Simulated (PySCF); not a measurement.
# Au (gold, neutral) across methods

[Xe] 4f14 5d10 6s1, 2S determinant. All numbers are calculated (PySCF 2.14, scalar relativity through the core potential, in aug-cc-pVDZ-PP with ECP60MDF (5s5p4d2f, 54 functions)). The B2PLYP total includes its PT2 part (frozen core); its orbital energies are those of the SCF part.

```
method  E (hartree)  mean ε 5d α (eV)  mean ε 5d β (eV)  mean ε 6s α (eV)  Σ⟨r²⟩ (bohr²)   ⟨S²⟩
   PBE    -135.7333            -7.045            -6.756            -6.057          51.62  0.751
 wB97X    -135.7099           -10.966           -10.764            -8.511          51.27  0.750
r2SCAN    -135.7469            -7.269            -6.914            -6.345          51.03  0.753
   LDA    -135.4913            -7.255            -6.996            -6.356          51.71  0.751
  BP86    -135.8362            -7.172            -6.900            -6.234          51.53  0.751
B2PLYP    -135.4797            -9.983            -9.728            -7.185          51.37  0.751
  PBE0    -135.6908            -8.582            -8.297            -6.716          51.23  0.751
  MN15    -135.4653            -9.335            -9.062            -7.613          51.47  0.751
   UHF   -134.78071           -12.411           -12.175            -7.953          51.41  0.753
```

Energies and moments cover only the electrons outside the core potential. Spin-orbit coupling, which splits the p, d and f shells strongly at this Z, is absent.
